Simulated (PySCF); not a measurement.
A GIAO shielding run with PySCF 2.14.0 with density-fitted response routines (density fitting, non-relativistic, gas phase) on `N#CC[C@@H]1C[C@H]1[SiH2]P`, C5H10NPSi:

```
$ OMP_NUM_THREADS=1 python probes_run.py task.json out

{"job": {"kind": "nmr", "xc": "PBE0", "basis": "pcSseg-1"}, "charge": 0, "multiplicity": 1}
N     -2.760810     2.233055    -0.015776
C     -2.543593     1.202860    -0.460811
C     -2.263025    -0.097554    -1.013359
C     -1.019694    -0.727338    -0.408718
C     -0.654969    -0.484307     1.016769
C      0.180723     0.118959    -0.080957
Si     1.915396    -0.534928    -0.420298
P      2.918517     0.977890    -1.730257
H     -2.136712     0.012507    -2.095895
H     -3.132176    -0.739708    -0.832462
H     -0.828462    -1.718192    -0.803867
H     -0.240048    -1.303502     1.584579
H     -1.279735     0.177720     1.599253
H      0.035119     1.184774    -0.227983
H      1.857421    -1.795924    -1.173487
H      2.608610    -0.800223     0.848661
H      4.174896     0.415275    -1.611639
H      3.159783     1.884954    -0.714931
```

Hardware: 1 thread of an Arm Neoverse V1, shared host. The job also computes population analyses, field gradients, ring-centre shieldings.

(1) How large is the calculation?

(2) How long does it take, and how much memory does it need?

Answers

(1) 76 electrons, 200 basis functions and 1077 auxiliary functions.

(2) 71 s of wall time, with 14 SCF cycles and 5 response iterations; peak memory 0.82 GiB. Times on a shared host scatter by some tens of per cent.
